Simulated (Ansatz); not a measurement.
Consider the atomization: `ClI` → Cl• + I•.

Calculated with Ansatz (gas phase, PBE0-D4/def2-TZVP geometries, no zero-point term in ΔE). CCSD(T)/CBS adds triple-zeta CCSD(T) − MP2 to the extrapolated MP2 energy (def2 sets, frozen cores). This one scheme is used for every species, atoms too. Functionals use def2-TZVPP. B3LYP here is the variant with VWN-RPA as its local correlation; programs differ in this. HSE06 is defined as in plane-wave codes. Open shells (•) are unrestricted, without spin–orbit coupling. Spin–orbit coupling would lower the free atoms: a little for Cl; strongly for I. Elements past krypton have def2 core potentials. Bonds to I are less sure, by a few kJ/mol each and by 10 to 20 or more in all where they break to atoms, as the def2 sets lack core-valence functions.

`ClI`:

```xyz
2

Cl   -0.196   -0.337    1.088
I     0.196    0.337   -1.088
```

| level | ΔE (eV) |
| --- | --- |
| B2PLYP | 2.25 |
| B3LYP | 2.25 |
| r2SCAN0 | 2.21 |
| HSE06 | 2.41 |
| CCSD(T)/def2-SVP | 1.70 |
| MP2/def2-TZVPP | 2.36 |
| SCS-MP2/def2-TZVPP | 2.22 |
| CCSD(T)/def2-TZVPP | 2.17 |

(1) What does CCSD(T)/CBS give? (An estimate is asked.)

Largest T1 diagnostic among the species: 0.008.

## Answers

(1) Ansatz gave: +2.51 eV. The listed levels differ from it by -0.26, -0.26, -0.30, -0.10, -0.81, -0.15, -0.29, -0.34 eV.

From BLYP to BHLYP (50 % exact exchange), in def2-TZVPP and without D4, ΔE moves by −0.37 eV: exact exchange takes away binding that semilocal exchange gives to molecules. In def2-TZVPP, CCSD(T) changes the Hartree–Fock value by +1.34 eV (the triples alone add +0.17 eV) and MP2 by +1.53 eV; breaking electron pairs costs correlation energy, which Hartree–Fock lacks.

For atomizations the MP2-based limit and the directly extrapolated one differ by several kJ/mol either way, and by 10 to 25 for some Ge, Se and Sn compounds, so smaller differences from it don't rank the levels.
